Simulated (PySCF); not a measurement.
Structure problem from calculated spectra and properties.

Elements present: B, C and H. Monoisotopic mass: 94.0954 u.

- Triplet: lowest triplet excitation (Tamm–Dancoff): 2.89 eV [TDA wB97X-D/def2-SVPD]
- Dipole: 0.85 D [wB97X-D/def2-SVPD]
- UV, first state: lowest singlet excitation: 5.09 eV (244 nm, f = 0.798) [TDDFT wB97X-D/def2-SVPD]
- Valence photoelectron: vertical ionisation energy: 8.85 eV [ΔSCF wB97X-D/def2-SVPD]
- Couplings: largest of the computed one-bond spin–spin couplings (means over like bonds): 13C–1H +170.8, 13C–1H +166.2, 13C–1H +161.6, 13C–1H +159.3, 13C–1H +143.2, 13C–1H +123.0 (×6), 13C–13C +74.8, 13C–11B +65.0 Hz [B3LYP/pcJ-1, spin–dipole term left out for some pairs]
- NMR, other nuclei: isotropic shieldings of nuclei other than C and H, by class: 26 (1 B) ppm [GIAO PBE0/pcSseg-1]
- Rotational structure: rotational constants A, B, C: 6.470, 1.082, 0.938 GHz [PBE0-D3(BJ)/def2-SVP]
- 13C NMR: chemical shifts (computed TMS as zero) by class: 160.4 (1 C), 148.2 (1 C), 145.1 (1 C), 133.4 (1 C), 12.7 (2 C) ppm [GIAO PBE0/pcSseg-1]
- 1H NMR: chemical shifts (computed TMS as zero) by class: 7.33 (1 H), 6.70 (1 H), 6.48 (1 H), 5.85 (1 H), 5.78 (1 H), 0.90 (6 H) ppm [GIAO PBE0/pcSseg-1]
- Polarisability: 99.2 au [wB97X-D/def2-SVPD]

Electronic properties: PySCF, gas phase, density fitting. Levels stand in brackets. Geometry: PBE0-D3(BJ)/def2-SVP, one conformer, isolated molecule. Each NMR value is the plain mean over a class of atoms that symmetry, rotation or inversion makes alike.

Question: Which formula fits the mass and the elements?

Answer: C6H11B (calculated 94.0954). No other formula that holds each of these elements comes within 0.0003 u with a fitting electron parity and a possible valence count.

Question: What is the compound? Reason from the data.

Answer: Numbering: `[CH2:1]=[CH:2]/[CH:3]=[CH:4]/[B:5]([CH3:6])[CH3:7]`. 6 carbons fall into 5 classes; from least to most shielded: alkene CH carbon [C3] (160.4 ppm), alkene CH carbon [C2] (148.2 ppm), alkene CH carbon [C4] (145.1 ppm), terminal =CH2 carbon [C1] (133.4 ppm), sp3 carbon bound to boron [C6/C7] (12.7 ppm, 2 C, up to 4.7 ppm apart in this geometry). Hydrogen classes from least to most shielded: 1 H on an alkene CH carbon, C3 (7.33 ppm), 1 H on an alkene CH carbon, C2 (6.70 ppm), 1 H on an alkene CH carbon, C4 (6.48 ppm), 1 H on a terminal =CH2 carbon, C1 (5.85 ppm), 1 H on a terminal =CH2 carbon, C1 (5.78 ppm), 6 H on 2 like atoms (sp3 carbon bound to boron), C6/C7 (0.90 ppm, a mean of values up to 0.6 ppm apart in this geometry). The other shieldings belong to: 26 ppm, three-coordinate boron [B5]. The couplings run between: +170.8 Hz, terminal =CH2 carbon [C1] and its hydrogen; +166.2 Hz, terminal =CH2 carbon [C1] and its hydrogen; +161.6 Hz, alkene CH carbon [C2] and its hydrogen; +159.3 Hz, alkene CH carbon [C3] and its hydrogen; +143.2 Hz, alkene CH carbon [C4] and its hydrogen; +123.0 Hz, sp3 carbon bound to boron [C6] and its hydrogen (with 5 like pairs); +74.8 Hz, terminal =CH2 carbon [C1] and alkene CH carbon [C2]; +65.0 Hz, alkene CH carbon [C4] and three-coordinate boron [B5]. The first electron is taken from the HOMO, whose largest Löwdin shares are 0.26 on an alkene CH carbon, 0.23 on the terminal =CH2 carbon and 0.18 on each of 2 atoms of one kind (alkene CH carbon). By its constants the optimised geometry is an asymmetric top. Structure: `C(=C\B(C)C)/C=C`. Computed isomers that give other values at the same levels: `B[C@@H]1C[C@@H]1C1CC1` (13C chemical shifts (computed TMS as zero) by class: 35.6 (1 C), 24.9 (1 C), 23.2 (1 C), 14.6 (1 C), 8.3 (1 C), 5.9 (1 C) ppm); `CB(C)[C@H]1[C@@H]2C[C@@H]21` (13C chemical shifts (computed TMS as zero) by class: 45.1 (1 C), 34.5 (1 C), 12.9 (2 C), 5.8 (2 C) ppm); `CC=C=CB(C)C` (13C chemical shifts (computed TMS as zero) by class: 234.5 (1 C), 97.0 (1 C), 85.0 (1 C), 15.3 (1 C), 12.9 (2 C) ppm). The assignments are read from this structure; whether some other isomer fits the data as well wasn't checked.

Conformer computed: `[CH2:1]=[CH:2]/[CH:3]=[CH:4]/[B:5]([CH3:6])[CH3:7]`: C1–C2–C3–C4 180°, C3–C4–B5–C6 -176°.
